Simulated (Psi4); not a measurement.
Intermolecular potential of HBr ··· CH4 (SMILES Br and C), singlet. Monomers: optimised at B3LYP-D3(BJ) (def2-TZVP), held rigid. Orientation: lowest of the rigid-body minima from ten starts at GFN2-xTB. Only R, the distance of the centres of mass, is varied, so the lowest point isn't the relaxed dimer.

BLYP/def2-TZVP, counterpoise-corrected (Psi4); HF/aug-cc-pVTZ, counterpoise-corrected (Psi4); SAPT0/jun-cc-pVDZ, frozen core (Psi4).

Interaction energies in kJ/mol:

| R / Å | BLYP/def2-TZVP | HF/aug-cc-pVTZ |
|---|---|---|
| 3.28 | 28.91 | 38.66 |
| 3.49 | 13.20 | 18.40 |
| 3.72 | 5.27 | 7.56 |
| 3.90 | 2.47 | 3.41 |
| 4.09 | 1.09 | 1.18 |
| 4.31 | 0.43 | 0.03 |
| 4.59 | 0.15 | -0.44 |
| 4.93 | 0.07 | -0.48 |
| 5.41 | 0.03 | -0.34 |
| 6.12 | -0.02 | -0.17 |
| 7.11 | -0.05 | -0.07 |
| 8.41 | -0.02 | -0.03 |

Task: Predict the corresponding SAPT0/jun-cc-pVDZ column.

Result: 3.28: 20.79; 3.49: 7.83; 3.72: 1.34; 3.90: -0.91; 4.09: -1.89; 4.31: -2.11; 4.59: -1.83; 4.93: -1.33; 5.41: -0.79; 6.12: -0.38; 7.11: -0.15; 8.41: -0.05 (kJ/mol).
